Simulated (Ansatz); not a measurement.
# A ladder of methods for GeSiH3ClO (SMILES Cl[SiH]1[O][GeH2]1)

The species is GeSiH3ClO (7 atoms), meant as a singlet with charge 0. SMILES: `Cl[SiH]1[O][GeH2]1`. Geometry: relaxed at PBE0-D4/def2-TZVP.

Quantity: the electronic atomisation energy, in eV. The values are calculated. Electronic energies at fixed atoms, without zero-point motion or spin-orbit coupling.

```tsv
level	kind	program	value (eV)
HF/6-31G* (spherical functions)	Hartree–Fock	Ansatz	14.50
BLYP/6-31G* (spherical functions)	GGA	Ansatz	21.09
PBE/6-31G* (spherical functions)	GGA	Ansatz	21.85
HSE06/6-31G* (spherical functions)	range-separated hybrid	Ansatz	21.33
wB97M-V/6-31G* (spherical functions)	range-separated hybrid	Ansatz	21.81
B2PLYP/6-31G* (spherical functions)	double hybrid	Ansatz	20.72
RPA@PBE/6-31G* (spherical functions)	RPA	Ansatz	18.39
CCSD/6-31G* (spherical functions)	coupled cluster or CI	Ansatz	18.97
```

All-electron rows without a relativistic Hamiltonian named are non-relativistic. Correlated wave functions underbind in double-zeta sets. The values span 14.50 to 21.85 eV. In the correlated wave-function rows the outer d shell of Ge is correlated, in sets not made for it.
